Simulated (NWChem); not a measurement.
Program: NWChem. System: CF, charge 0, spin multiplicity 2, at a geometry optimised with UB3LYP/def2-SVP. The structure started from a generated list of species. Its SCF solution wasn't tested for a lower state. Level: UMP2/def2-QZVP, 2 core orbitals frozen.

The NWChem input:

```
start mol
memory heap 200 mb stack 900 mb global 1100 mb
geometry units angstroms nocenter noautoz
  C      0.000000     0.000000     0.763121
  F      0.000000     0.000000    -0.508747
  symmetry group C2v
end
basis spherical
  * library def2-qzvp
end
scf
  uhf
  nopen 1
  maxiter 100
  thresh 1e-7
  semidirect memsize 60000000 filesize 0
  # guess.movecs holds the orbitals of an unrestricted PBE0 run
  vectors input guess.movecs output mol.movecs
end
mp2
  freeze core 2
end
task mp2 energy
```

Output (cleaned and shortened):

```
             Northwest Computational Chemistry Package (NWChem) 7.3.0
             --------------------------------------------------------

                                NWChem Input Module
                                -------------------

 Scaling coordinates for geometry "geometry" by  1.889725989
 (inverse scale =  0.529177249)

 Turning off AUTOSYM since
 SYMMETRY directive was detected!

                             Geometry "geometry" -> ""
                             -------------------------

 Output coordinates in angstroms (scale by  1.889725989 to convert to a.u.)

  No.       Tag          Charge          X              Y              Z
 ---- ---------------- ---------- -------------- -------------- --------------
    1 C                    6.0000     0.00000000     0.00000000     0.76312100
    2 F                    9.0000     0.00000000     0.00000000    -0.50874700

 Effective nuclear repulsion energy (a.u.)      22.4674034145

            Nuclear Dipole moment (a.u.)
            ----------------------------
        X                 Y               Z
 ---------------- ---------------- ----------------
     0.0000000000     0.0000000000     0.0000056692

      Symmetry information
      --------------------

 Group name             C2v
 Group number             16
 Group order               4
 No. of unique centers     2

      Symmetry unique atoms

     1    2


 Summary of "ao basis" -> "" (spherical)
 ------------------------------------------------------------------------------
       Tag                 Description            Shells   Functions and Types
 ---------------- ------------------------------  ------  ---------------------
 *                         def2-qzvp                  on all atoms

 Summary of "ao basis" -> "ao basis" (spherical)
 ------------------------------------------------------------------------------
       Tag                 Description            Shells   Functions and Types
 ---------------- ------------------------------  ------  ---------------------
 C                         def2-qzvp                17       57   7s4p3d2f1g
 F                         def2-qzvp                17       57   7s4p3d2f1g

                                 NWChem SCF Module
                                 -----------------

  ao basis        = "ao basis"
  functions       =   114
  atoms           =     2
  alpha electrons =     8
  beta  electrons =     7
  charge          =   0.00
  wavefunction    = UHF
  use symmetry    = T
  symmetry adapt  = T

 Summary of "ao basis" -> "ao basis" (spherical)
 ------------------------------------------------------------------------------
       Tag                 Description            Shells   Functions and Types
 ---------------- ------------------------------  ------  ---------------------
 C                         def2-qzvp                17       57   7s4p3d2f1g
 F                         def2-qzvp                17       57   7s4p3d2f1g

      Symmetry analysis of basis
      --------------------------

        a1         48
        a2         14
        b1         26
        b2         26

 Forming initial guess at       0.1s

   Symmetry analysis of molecular orbitals - initial alpha
   -------------------------------------------------------

  Numbering of irreducible representations:

     1 a1          2 a2          3 b1          4 b2

  Orbital symmetries:

     1 a1          2 a1          3 a1          4 a1          5 b2
     6 b1          7 a1          8 b2          9 b1         10 a1
    11 b2         12 b1         13 a1         14 a1         15 a1
    16 b1         17 b2         18 a2

   Symmetry analysis of molecular orbitals - initial beta
   ------------------------------------------------------

  Numbering of irreducible representations:

     1 a1          2 a2          3 b1          4 b2

  Orbital symmetries:

     1 a1          2 a1          3 a1          4 a1          5 b1
     6 b2          7 a1          8 b1          9 b2         10 a1
    11 b1         12 a1         13 b2         14 a1         15 a1
    16 b1         17 b2         18 a2

 Starting SCF solution at       0.2s

 ----------------------------------------------
         Quadratically convergent UHF

 Convergence threshold     :          1.000E-07
 Maximum no. of iterations :          100
 Integral*density screening:          1.000E-09
 ----------------------------------------------

              iter       energy          gnorm     gmax       time
             ----- ------------------- --------- --------- --------
                 1     -137.2235804871  8.28D-01  3.53D-01      3.0
                 2     -137.2367582975  9.63D-02  2.06D-02      3.1
                 3     -137.2381246677  3.81D-03  1.06D-03      3.5
                 4     -137.2381278064  9.95D-06  2.40D-06      4.2
                 5     -137.2381278064  4.68D-09  1.06D-09      4.9

       Final UHF  results
       ------------------

         Total SCF energy =   -137.238127806402
      One electron energy =   -234.051725402563
      Two electron energy =     74.346194181669
 Nuclear repulsion energy =     22.467403414492

                       Sz =      0.5000
                 Sz(Sz+1) =      0.7500
                      S^2 =      0.7626

        Time for solution =      4.7s

       Symmetry analysis of molecular orbitals - alpha
       -----------------------------------------------

  Numbering of irreducible representations:

     1 a1          2 a2          3 b1          4 b2

  Orbital symmetries:

     1 a1          2 a1          3 a1          4 a1          5 b2
[...]
  ----- ------------  ---------------      ----- ------------  ---------------
    18      1.548645  1 C  py                15     -0.882214  1 C  py
     9     -0.163354  1 C  py

                     UHF Final Beta Molecular Orbital Analysis
                     -----------------------------------------

 Vector    5  Occ=1.000000D+00  E=-7.464685D-01  Symmetry=b1
              MO Center=  8.1D-15,  1.4D-16, -4.1D-01, r^2= 5.4D-01
   Bfn.  Coefficient  Atom+Function         Bfn.  Coefficient  Atom+Function
  ----- ------------  ---------------      ----- ------------  ---------------
    65      0.358062  2 F  px                68      0.343223  2 F  px
    71      0.322039  2 F  px

 Vector    6  Occ=1.000000D+00  E=-7.326420D-01  Symmetry=b2
              MO Center= -1.9D-16, -9.4D-15, -4.3D-01, r^2= 5.2D-01
   Bfn.  Coefficient  Atom+Function         Bfn.  Coefficient  Atom+Function
  ----- ------------  ---------------      ----- ------------  ---------------
    66      0.361908  2 F  py                69      0.346075  2 F  py
    72      0.327213  2 F  py

 Vector    7  Occ=1.000000D+00  E=-5.265259D-01  Symmetry=a1
              MO Center= -1.2D-14,  7.5D-15,  1.0D+00, r^2= 1.0D+00
   Bfn.  Coefficient  Atom+Function         Bfn.  Coefficient  Atom+Function
  ----- ------------  ---------------      ----- ------------  ---------------
     6      0.484019  1 C  s                  7      0.368545  1 C  s
     5      0.211978  1 C  s                 10      0.184580  1 C  pz
    13      0.171435  1 C  pz

 Vector    8  Occ=0.000000D+00  E= 7.476657D-02  Symmetry=b1
              MO Center=  4.5D-15, -8.7D-16,  8.5D-01, r^2= 2.9D+00
   Bfn.  Coefficient  Atom+Function         Bfn.  Coefficient  Atom+Function
  ----- ------------  ---------------      ----- ------------  ---------------
    17      0.772679  1 C  px                74     -0.267229  2 F  px
    11      0.263770  1 C  px                 8      0.195363  1 C  px

 Vector    9  Occ=0.000000D+00  E= 1.133739D-01  Symmetry=b2
              MO Center= -5.9D-17, -4.8D-14,  9.0D-01, r^2= 3.7D+00
   Bfn.  Coefficient  Atom+Function         Bfn.  Coefficient  Atom+Function
  ----- ------------  ---------------      ----- ------------  ---------------
    18      0.974127  1 C  py                75     -0.273804  2 F  py
    12      0.241208  1 C  py                 9      0.154255  1 C  py

 Vector   10  Occ=0.000000D+00  E= 1.830861D-01  Symmetry=a1
              MO Center=  1.7D-16, -8.1D-15,  7.1D-01, r^2= 6.1D+00
   Bfn.  Coefficient  Atom+Function         Bfn.  Coefficient  Atom+Function
  ----- ------------  ---------------      ----- ------------  ---------------
    19      1.460574  1 C  pz                64      0.926567  2 F  s
     7     -0.664554  1 C  s                 16     -0.318666  1 C  pz
    13      0.219028  1 C  pz                62      0.158048  2 F  s

 center of mass
 --------------
 x =   0.00000000 y =   0.00000000 z =  -0.03096427

 moments of inertia (a.u.)
 ------------------
          42.485501411801           0.000000000000           0.000000000000
           0.000000000000          42.485501411801           0.000000000000
           0.000000000000           0.000000000000           0.000000000000

  Mulliken analysis of the total density
  --------------------------------------

    Atom       Charge   Shell Charges
 -----------   ------   -------------------------------------------------------
    1 C    6     5.88   1.04  0.00  0.70  0.23  0.45  1.01  0.48  0.54  0.76  0.48  0.09  0.01  0.05  0.04  0.00  0.02  0.00
    2 F    9     9.12   1.16  0.01  0.63  0.17  0.53  1.04  0.33  1.52  1.87  1.54  0.29  0.00  0.01  0.02  0.00  0.00  0.00

  Mulliken analysis of the alpha density
  --------------------------------------

    Atom       Charge   Shell Charges
 -----------   ------   -------------------------------------------------------
    1 C    6     3.43   0.52  0.00  0.35  0.11  0.24  0.52  0.21  0.40  0.56  0.39  0.07  0.00  0.03  0.02  0.00  0.01  0.00
    2 F    9     4.57   0.58  0.01  0.32  0.08  0.27  0.52  0.16  0.78  0.95  0.76  0.13  0.00  0.00  0.01  0.00  0.00  0.00

   Mulliken analysis of the beta density
   -------------------------------------

    Atom       Charge   Shell Charges
 -----------   ------   -------------------------------------------------------
    1 C    6     2.45   0.52  0.00  0.35  0.11  0.21  0.48  0.26  0.14  0.20  0.09  0.01  0.00  0.03  0.02  0.00  0.01  0.00
    2 F    9     4.55   0.58  0.01  0.32  0.08  0.26  0.52  0.17  0.74  0.92  0.78  0.17  0.00  0.00  0.01  0.00  0.00  0.00

   Mulliken analysis of the spin density
   -------------------------------------

    Atom       Charge   Shell Charges
 -----------   ------   -------------------------------------------------------
    1 C    6     0.98   0.00  0.00 -0.00 -0.00  0.03  0.04 -0.05  0.26  0.35  0.29  0.06  0.00  0.00  0.00 -0.00 -0.00 -0.00
    2 F    9     0.02   0.00  0.00 -0.00 -0.00  0.00  0.00 -0.00  0.04  0.03 -0.02 -0.04  0.00  0.00  0.00  0.00  0.00  0.00

       Multipole analysis of the density wrt the origin
       ------------------------------------------------

     L   x y z        total         alpha         beta         nuclear
     -   - - -        -----         -----         ----         -------
     0   0 0 0     -0.000000     -8.000000     -7.000000     15.000000

     1   1 0 0     -0.000000     -0.000000      0.000000      0.000000
     1   0 1 0     -0.000000     -0.000000      0.000000      0.000000
     1   0 0 1     -0.168010     -0.731381      0.563365      0.000006

     2   2 0 0     -7.017139     -3.757512     -3.259627      0.000000
     2   1 1 0      0.000000     -0.000000      0.000000      0.000000
     2   1 0 1      0.000000      0.000000      0.000000      0.000000
     2   0 2 0     -8.297113     -5.174938     -3.122175      0.000000
     2   0 1 1     -0.000000     -0.000000     -0.000000      0.000000
     2   0 0 2     -9.228978    -16.236675    -13.788516     20.796213

                   NWChem MP2 Semi-direct Energy/Gradient Module
                   ---------------------------------------------

  Basis functions       =    114
  Molecular orbitals    =    114
  Frozen core           =      2
  Frozen virtuals       =      0
  Active alpha occupied =      6
  Active beta occupied  =      5
  Active alpha virtual  =    106
  Active beta virtual   =    107
  Use MO symmetry       = T
  Use skeleton AO sym   = T

  AO/Fock/Back tols     =   1.0D-09  1.0D-09  1.0D-09

 GA uses MA = F    GA memory limited = T

 Available:
  local mem=  1.26D+08
 global mem=  1.44D+08
 local disk=  0.00D+00
  mp2_memr nvloc                   106
  nvloc new                   106
   1 passes of   6:        7340032                      79058                  14179527.
   1 passes of   6: M    126152449           G      144153208           F     118812417.

 Semi-direct pass number   1 of   1  for UHF alpha       at        5.2s
  vrange nnbf                  6547
  mp2_eaftype                    54  avail_ma_in_mb                  1099
 EAF : mp2_eaftype filesize          54    7089763.
  mp2_eaf for mointskh                     54
Node 0 wrote     33.3 Mb in      0.0 s     Agg I/O rate:  1082.4 Mb/s
 Done moints_semi at       11.9s
  mp2_eaftype                    54  avail_ma_in_mb                  1045
 EAF : mp2_eaftype filesize          54    7089763.
  mp2_eaf for kh                    54
 Done maket at       12.1s
 Done multipass loop at       12.1s

 GA uses MA = F    GA memory limited = T

 Available:
  local mem=  1.26D+08
 global mem=  1.44D+08
 local disk=  0.00D+00
  mp2_memr nvloc                   107
  nvloc new                   107
   1 passes of   5:        7340032                      70713                  11931287.
   1 passes of   5: M    126152449           G      144153208           F     118812417.

 Semi-direct pass number   1 of   1  for UHF beta        at       12.2s
  vrange nnbf                  6547
  mp2_eaftype                    45  avail_ma_in_mb                  1099
 EAF : mp2_eaftype filesize          45    5965643.
  mp2_eaf for mointskh                     45
Node 0 wrote     28.0 Mb in      0.0 s     Agg I/O rate:  1404.4 Mb/s
 Done moints_semi at       18.7s
  mp2_eaftype                    45  avail_ma_in_mb                  1054
 EAF : mp2_eaftype filesize          45    5965643.
  mp2_eaf for kh                    45
 Done maket at       18.9s
 Done multipass loop at       18.9s

          -------------------------------------------
          SCF energy                -137.238127806402
          Correlation energy          -0.380904771530
          Singlet pairs                0.000000000000
          Triplet pairs                0.000000000000
          Total MP2 energy          -137.619032577932
          -------------------------------------------

          ---------------------------------------------------
                    Spin Component Scaled (SCS) MP2
          Same spin pairs                     -0.092978266840
          Same spin scaling factor             0.333333333333
          Opposite spin pairs                 -0.287926504691
          Opposite spin scaling fact.          1.200000000000
          SCS-MP2 correlation energy          -0.376504561242
          Total SCS-MP2 energy              -137.614632367644
          ---------------------------------------------------

 -----------------------
 Performance information
 -----------------------

 Timer overhead =  2.04D-07 seconds/call

               Nr. of calls         CPU time (s)                 Wall time (s)                GFlops
             ---------------    -------------------     ------------------------------   -------------------
Name         Min   Avg   Max    Min     Avg     Max     Min     Avg     Max   Mx/calls   Min     Max     Sum
mp2: moin     2     2     2    13.     13.     13.      13.     13.     13.     6.6      0.0     0.0     0.0
mp2: make     2     2     2   0.33    0.33    0.33     0.33    0.33    0.33    0.16      0.0     0.0     0.0
mp2: tota     1     1     1    14.     14.     14.      14.     14.     14.     14.      0.0     0.0     0.0

 The average no. of pstat calls per process was 5.00D+00
 with a timing overhead of 1.02D-06s

 Task  times  cpu:       18.8s     wall:       18.8s

 Total times  cpu:       18.9s     wall:       18.9s
```
